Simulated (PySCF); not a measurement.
C4H5Si, SMILES [C]1=C[SiH2]C=C1, multiplicity 2. Atoms are numbered in the order given.

```xyz
10

C      1.1017     1.0033     0.0000
C      1.3989    -0.2929     0.0000
Si    -0.3171    -1.1027     0.0000
C     -1.2258     0.5504     0.0000
C     -0.2757     1.5162     0.0000
H      2.3974    -0.7351     0.0000
H     -0.5889    -1.9286     1.2127
H     -0.5889    -1.9286    -1.2127
H     -2.2950     0.7764     0.0000
H     -0.4784     2.5920     0.0000
```
Charge 0, spin multiplicity 2.

Geometry optimised at B3LYP-D3(BJ)/def2-SVP. The isomer is the one that the SMILES or the coordinates give; other isomers of the formula were not compared.

Two levels are set side by side: PBE/pcH-1 (PySCF) and PBE0/pcH-1 (PySCF). Contact hyperfine couplings, same geometry. Differences are taken from unrounded values.

| quantity | PBE0 | PBE | PBE minus PBE0 |
|---|---|---|---|
| A(iso) of 13C, atom C1 (MHz) | 356.3 | 322.7 | -33.7 |
| A(iso) of 13C, atom C2 (MHz) | -15.0 | -5.6 | 9.4 |
| A(iso) of 29Si, atom Si3 (MHz) | -111.1 | -116.3 | -5.2 |
| A(iso) of 13C, atom C4 (MHz) | 46.8 | 45.8 | -0.9 |
| A(iso) of 13C, atom C5 (MHz) | 42.2 | 47.4 | 5.1 |
| A(iso) of 1H, atom H6 (MHz) | 75.0 | 74.4 | -0.6 |
| A(iso) of 1H, atom H7 (MHz) | 8.1 | 10.2 | 2.1 |
| A(iso) of 1H, atom H8 (MHz) | 8.1 | 10.2 | 2.1 |
| A(iso) of 1H, atom H9 (MHz) | 9.4 | 12.2 | 2.8 |
| A(iso) of 1H, atom H10 (MHz) | 14.0 | 13.6 | -0.5 |

Rough cost on one machine, each run with all the roots and properties that it gave: PBE0 against PBE within a factor of 2.
